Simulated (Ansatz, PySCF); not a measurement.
Gas-phase reaction R1 + 0.5 R2 → P1, each structure at its B3LYP-D3(BJ)/def2-TZVP stationary point, reached from a drawn start (curvature not checked).
R1, OTi (SMILES [O]=[Ti]) (charge 0, multiplicity 3):
```xyz
2

Ti    -0.00912    -0.01835    -0.80597
O      0.00912     0.01835     0.80597
```
P1, O2Ti (SMILES [O]=[Ti]=[O]) (charge 0, multiplicity 1, Z-matrix in Å and degrees):
```
Ti
O 1 1.6408
O 1 1.6408 2 111.95
```
R2, O2 (SMILES O=O) (charge 0, multiplicity 3):
```xyz
2

O      0.000     0.000     0.602
O      0.000     0.000    -0.602
```

P less R. No zero-point or thermal terms; singlets are restricted closed shells; open shells are unrestricted; no spin–orbit coupling. The spin states of the d-block species are the ones drawn and need not be the lowest.

Correlated levels freeze the cores. CBS(a, b) extrapolates the correlation energy as X⁻³ and adds the Hartree–Fock energy of set b.

Codes used: Ansatz (Gaussian orbitals); PySCF for the D3/D4 terms. No computed number here is a measurement.

Predict the reaction energy from BLYP-D3(BJ)/def2-TZVPP.

-3.77 eV

Estimate the reaction energy that B2PLYP-D3(BJ)/def2-TZVPP returns for this input.

-3.73 eV

What reaction energy does CCSD(T)/CBS(def2-TZVPP, def2-QZVPP) give?

-3.55 eV

Ansatz is a first-principles code.
